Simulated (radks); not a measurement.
Results of a calculation; reference values are marked as such.
Neutral gallium inside a hard spherical wall (all orbitals vanish at R), configuration held at [Ar] 3d10 4s2 4p1 and not refilled when levels cross. Level of theory: non-relativistic Kohn-Sham, PBE, spin-polarised, spherical densities, point nucleus; open shells are filled with parallel spins first (a radial shooting solver on a logarithmic mesh with Libxc functionals). Eigenvalues in eV for spin up, with the zero of energy where the potential of the charges vanishes at infinity; a dash marks a level that is unbound or too diffuse for the functional's potential to be trusted. A positive occupied level is held by the wall or, in an anion where self-interaction has pushed it up, behind a barrier. The pressure on the wall is -dE/dV.

R (bohr)  E (hartree)  kinetic (hartree)    e(3p)    e(3d)   e(4s)   e(4p)  e(5s, empty)  e(5p, empty)  pressure (GPa)
free      -1924.57049           1923.275  -97.665  -19.729  -8.983  -2.907             -             -               0
20        -1924.57049           1923.275  -97.665  -19.728  -8.983  -2.907        -0.475         0.246        < 0.0001
15        -1924.57048           1923.275  -97.663  -19.727  -8.982  -2.906        -0.368         0.604        < 0.0001
12        -1924.57035           1923.276  -97.645  -19.708  -8.968  -2.891        -0.055         1.315         0.00195
8         -1924.56568           1923.304  -97.337  -19.404  -8.747  -2.604         2.266         5.192           0.162
7         -1924.55814           1923.344  -97.023  -19.095  -8.524  -2.273         4.169         7.912           0.573
5         -1924.46989           1923.739  -95.007  -17.123  -6.877   0.203        15.227        21.760            10.8
4         -1924.23590           1924.624  -92.008  -14.220  -3.690   4.702        32.347        41.363            62.3
3         -1923.24126           1927.958  -84.572   -7.011   7.115  18.603        79.360        92.254             525
2.5       -1921.58049           1933.237  -76.175    1.372  22.765  37.300        136.37        151.64            1950
1.5       -1899.22278           2000.065  -15.414   67.825  189.22  213.58        579.71        588.76           71000
